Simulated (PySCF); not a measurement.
C₃H₇O, SMILES [CH2]C(C)O, multiplicity 2.

The structure is a stationary point at PBE0-D3(BJ)/def2-SVP. The isomer is the one that the SMILES or the coordinates give; other isomers of the formula were not compared. Other conformers were not sampled.

Level of theory: PySCF with PBE/def2-TZVP.

The molecule is in vacuum.

Problem. Estimate the frontier levels, dipole moment and polarisability. (Estimate from the structure and the level; the computed values follow.)

Solution. 
```yaml
"α spin, highest occupied and lowest empty level": -4.99 and 0.41 eV
"β spin, highest occupied and lowest empty level": -6.32 and -2.89 eV
dipole_moment: 1.37 D
quadrupole, principal values (traceless, Buckingham form, about the centre of nuclear charge): -4.04, 0.12, 3.92 D·Å
mean_static_polarisability: 44.2 bohr³ (6.55 Å³)
polarisability_principal_values: 39.7, 44.6, 48.3 bohr³
"⟨S²⟩": 0.754 (pure state 0.75)
```
